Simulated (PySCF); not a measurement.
Two species compared at the same levels of theory.

First species: C9H8O.
Bonds: C1–C2 (double), C2–C3, C3–C4 (aromatic), C4–C5 (aromatic), C5–C6 (aromatic), C6–O7, C6–C8 (aromatic), C8–C9 (aromatic), C9–C10, C3–C9 (aromatic), C8–C10. Hydrogens: H11, H12 on C1; H13 on C2; H14 on C4; H15 on C5; H16 on O7; H17, H18 on C10.

Second species: 1-(3-methoxyphenyl)propan-1-ol, C10H14O2.
SMILES with atom numbers: `[CH3:1][CH2:2][C@@H:3]([OH:4])[c:5]1[cH:6][cH:7][cH:8][c:9]([O:10][CH3:11])[cH:12]1` (hydrogens: H13, H14, H15 on C1; H16, H17 on C2; H18 on C3; H19 on O4; H20 on C6; H21 on C7; H22 on C8; H23, H24, H25 on C11; H26 on C12)

Levels: wB97X-D/def2-SVPD for dipole moment, HOMO energy, LUMO energy, HOMO–LUMO gap, static isotropic polarisability and electronic spatial extent ⟨r²⟩ about the centre of nuclear charge; TDDFT wB97X-D/def2-SVPD for lowest singlet excitation; PBE0-D3(BJ)/def2-SVP for rotational constant A and rotational constant C. Geometries: PBE0-D3(BJ)/def2-SVP. Each structure is a single optimised conformer of the isolated species, non-relativistic unless stated. Electronic properties by PySCF.

The conformers computed, where there is a choice (atom-mapped SMILES and torsion angles):
- `[CH2:1]=[CH:2][c:3]1[cH:4][cH:5][c:6]([OH:7])[c:8]2[c:9]1[CH2:10]2`: C1–C2–C3–C4 180°, H–O7–C6–C5 180°
- `[CH3:1][CH2:2][C@@H:3]([OH:4])[c:5]1[cH:6][cH:7][cH:8][c:9]([O:10][CH3:11])[cH:12]1`: C1–C2–C3–O4 57°, C2–C3–C5–C6 -69°, C8–C9–O10–C11 179°, H–O4–C3–C2 71°

(1) Which has the higher HOMO energy?

(2) Which has the higher rotational constant C?

(3) Which of the two has the higher rotational constant A, and by how much?

(4) Which has the higher HOMO–LUMO gap?

(5) Which of the two has the higher static isotropic polarisability, and by how much?

(6) Which has the higher LUMO energy?

(7) Which of the two has the higher S1 energy, and by how much?

(8) Which of the two has the higher ⟨r²⟩, and by how much?

Results:

(1) The first: -7.89 eV against -8.25 eV, a difference of 0.36 eV.

(2) The first: 0.737 GHz against 0.434 GHz, a difference of 0.303 GHz.

(3) The first: 2.990 GHz against 1.633 GHz, a difference of 1.357 GHz.

(4) The second: 9.62 eV against 8.59 eV, a difference of 1.03 eV.

(5) The second: 127.9 au against 113.1 au, a difference of 14.8 au.

(6) The second: 1.37 eV against 0.70 eV, a difference of 0.67 eV.

(7) The second: 5.16 eV against 4.86 eV, a difference of 0.30 eV.

(8) The second: 2681 bohr² against 1509 bohr², a difference of 1172 bohr².

On the first: In atomic units the dipole is 0.53 e·bohr (1 au = 2.5417 D). No computed singlet falls in the visible range (750 to 380 nm, 1.65 to 3.26 eV); S1 lies 1.60 eV above its blue end.

On the second: The principal polarisabilities are 90.7, 134.9 and 157.9 au; their mean is the isotropic value. No computed singlet falls in the visible range (750 to 380 nm, 1.65 to 3.26 eV); S1 lies 1.90 eV above its blue end.
